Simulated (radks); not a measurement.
Spherical jellium clusters: N electrons in a uniform positive sphere of charge N and radius rs N^(1/3), rs = 2.38 bohr. Level of theory: non-relativistic Kohn-Sham, PBEsol, spin-polarised, spherical densities (a radial shooting solver with Libxc functionals). Levels are named by radial order and angular momentum (1s, 1p, 1d, 2s, ...), and open shells are averaged over m. Each electron was tried in the lowest free levels, single moves between levels near the top were tried too, and the lowest total energy was kept; such a search can miss a lower state. Energies include the self-energy of the background; IP and EA are vertical (highest electron removed, lowest free level filled), at fixed background; spill-out counts the electrons outside the background radius R, and alpha is the static dipole polarisability from linear response (closed shells only). A dash means not computed or, for alpha, an open shell; in EA it means that no bound solution was reached, which is typical of self-interaction and does not show that the anion is unstable. Real open-shell clusters deform, which this model forbids.

N	open shells	2S	E/N (eV)	E(N+1) + E(N-1) - 2E(N) (eV)	EA (eV)	-e(HOMO) (eV)
1	1s(up 1, down 0)	1	-0.357	-	-	4.059
2	none	0	-1.085	2.330	-	4.678
3	1p(up 1, down 0)	1	-0.551	-1.042	-	2.398
4	1p(up 2, down 0)	2	-0.544	-0.916	-	3.366
5	1p(up 3, down 0)	3	-0.724	0.520	-	4.035
6	1p(up 3, down 1)	2	-0.757	-0.859	-	3.578
7	1p(up 3, down 2)	1	-0.903	-0.615	2.125	4.213
8	none	0	-1.089	2.869	-	4.667
9	1d(up 1, down 0)	1	-0.916	-0.505	-	2.004
10	1d(up 2, down 0)	2	-0.827	-0.467	-	2.554
11	1d(up 3, down 0)	3	-0.797	-0.422	-	2.997
12	1d(up 4, down 0)	4	-0.808	-0.378	-	3.366
13	1d(up 5, down 0)	5	-0.845	0.359	-	3.679
14	1d(up 5, down 0) 2s(up 1, down 0)	6	-0.852	0.073	-	3.426
15	1d(up 5, down 1) 2s(up 1, down 0)	5	-0.853	-0.506	1.714	3.421
16	1d(up 5, down 3)	2	-0.885	-0.390	2.026	3.762
17	1d(up 5, down 4)	1	-0.937	-0.278	2.291	4.026
18	none	0	-0.998	0.193	2.196	4.255
19	2s(up 1, down 0)	1	-1.043	0.303	2.032	4.084
20	none	0	-1.068	1.729	-	3.896
21	1f(up 1, down 0)	1	-1.008	-0.278	-	2.234
22	1f(up 2, down 0)	2	-0.967	-0.259	-	2.508
23	1f(up 3, down 0)	3	-0.940	-0.242	-	2.752
24	1f(up 4, down 0)	4	-0.926	-0.226	-	2.971
25	1f(up 5, down 0)	5	-0.921	-0.211	1.613	3.170
26	1f(up 6, down 0)	6	-0.926	-0.197	1.798	3.351
27	1f(up 7, down 0)	7	-0.937	0.566	-	3.518
28	1f(up 7, down 1)	6	-0.927	-	-	2.966

All shells are closed at N = 2, 8, 18, 20 (there: 1s2 1p6 1d10 2s2); the second difference of the energy has clear peaks (12 % above both neighbours; the first and last values, which can be the largest, are not judged, and half-filled shells can peak too) at N = 5, 8, 13, 20.
